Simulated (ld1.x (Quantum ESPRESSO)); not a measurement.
**Which change was made? (S, TM)**

```json
{
  "Element": "sulfur (S)",
  "Generator": "ld1.x (Quantum ESPRESSO) 7.5",
  "Type": "norm-conserving Troullier–Martins (Kleinman–Bylander form)",
  "Functional": "PBE",
  "Relativity": "fully relativistic",
  "Frozen core": "[Ne]",
  "Valence charge": "6",
  "Reference configuration": "3s2 3p4",
  "Partial waves": "3p (bound): rc 1.60 bohr; 3d channel at 0.1 Ry: rc 1.60 bohr; 3s (bound): rc 1.45 bohr",
  "Local potential": "the s channel",
  "Core correction": "Bessel-smoothed model core inside 1.15 bohr"
}
```

Open shells are filled in proportion to 2j + 1 (rel_dist='average').

Cutoffs, loose and tight: the cutoffs (Ry, on a coarse ladder) from which the occupation-weighted sum of valence levels, in a spherical-Bessel basis at the reference potential, stays within 10 and 1 mRy of its value at 400 Ry. They do not see the model core or the augmentation charge, which bear on the density cutoff. Test errors are all-electron minus pseudo excitation energies from the reference, over the configurations 3s2 3p3; 3s2 3p2; 3s2 3p1; 3s2 3p3.5; 3s2 3p0; 3s2 3p4.3; 3s1 3p5; variants that change the core or the reference have their own tests.

The base gives: outcome: generated; cutoff, loose: 40 Ry; cutoff, tight: 60 Ry; bound ghosts: none; largest test error (meV): +222.

Task: After one change the result is: outcome: generated; cutoff, loose: 25 Ry; cutoff, tight: 40 Ry; bound ghosts: none; largest test error (meV): +436. Which change was it?
A. type ultrasoft; waves now 3s (bound): rcut 1.25, rcutus 1.45 bohr; 3s channel at 1 Ry: rcut 1.25, rcutus 1.45 bohr; 3p (bound): rcut 1.40, rcutus 1.60 bohr; 3p channel at 1.4 Ry: rcut 1.40, rcutus 1.60 bohr; 3d channel at 0.1 Ry: rcut 1.40, rcutus 1.60 bohr; 3d channel at 2 Ry: rcut 1.40, rcutus 1.60 bohr; local potential all-electron potential smoothed inside 1.40 bohr (lloc = -1); augmentation built from norm-conserving waves at rcut, not smoothed further
B. all radii but the core radius scaled by about 0.72 (s 1.04, p 1.16, d 1.16 bohr)
C. wave 3s (bound): rc 1.45 bohr becomes 3s (bound): rc 1.98 bohr

Result: C. The others give: all radii but the core radius scaled by about 0.72 (s 1.04, p 1.16, d 1.16 bohr) → outcome: generated; cutoff, loose: 110 Ry; cutoff, tight: 230 Ry; bound ghosts: none; largest test error (meV): +247 | type ultrasoft; waves now 3s (bound): rcut 1.25, rcutus 1.45 bohr; 3s channel at 1 Ry: rcut 1.25, rcutus 1.45 bohr; 3p (bound): rcut 1.40, rcutus 1.60 bohr; 3p channel at 1.4 Ry: rcut 1.40, rcutus 1.60 bohr; 3d channel at 0.1 Ry: rcut 1.40, rcutus 1.60 bohr; 3d channel at 2 Ry: rcut 1.40, rcutus 1.60 bohr; local potential all-electron potential smoothed inside 1.40 bohr (lloc = -1); augmentation built from norm-conserving waves at rcut, not smoothed further → outcome: generated; cutoff, loose: 18 Ry; cutoff, tight: 30 Ry; bound ghosts: none; largest test error (meV): +156.
